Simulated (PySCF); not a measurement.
Delta-SCF ions had no search for a lower state. Excitations are Tamm–Dancoff values on a coarser integration grid. The basis has no diffuse functions, so Rydberg states are missing or too high.

## C₄H₁₂O₄Sn, SMILES `C[O][Sn]([O]C)([O]C)[O]C` (charge 0, multiplicity 1)

The numbers are results of ωB97X-D3(BJ)/def2-TZVP // PBE0-D3(BJ)/def2-SVP (PySCF), not measurements.

```json
{
 "HOMO": "-10.49 eV",
 "dipole_moment": "0.00 D",
 "HOMO–LUMO gap": "11.02 eV",
 "LUMO": "0.53 eV",
 "S1 excitation (TDA)": "5.58 eV",
 "S1 oscillator strength": "0.000",
 "brightest of the four lowest singlets (TDA)": "5.82 eV",
 "vertical ionisation energy (Delta-SCF)": "10.24 eV",
 "total_energy": "-675.2674 Ha",
 "cost": "about 30 core-minutes (a rough figure)"
}
```

```xyz
21

C     -2.1207     1.0797     1.7423
O     -1.4817     1.1936     0.4946
Sn     0.0000    -0.0004     0.0001
O      0.8600     0.8278    -1.5620
C      1.0539     2.2191    -1.6325
O     -0.4776    -1.8259    -0.5522
C     -0.9967    -2.0855    -1.8334
O      1.0986    -0.1954     1.6189
C      2.0635    -1.2132     1.7235
H     -1.4099     0.9977     2.5841
H     -2.7268     1.9871     1.8989
H     -2.8026     0.2101     1.7853
H      1.3114     2.4751    -2.6733
H      0.1521     2.7941    -1.3554
H      1.8865     2.5586    -0.9885
H     -0.9508    -3.1733    -2.0057
H     -0.4243    -1.5906    -2.6383
H     -2.0544    -1.7762    -1.9267
H      2.3664    -1.2884     2.7808
H      1.6827    -2.2015     1.4092
H      2.9705    -0.9924     1.1304
```
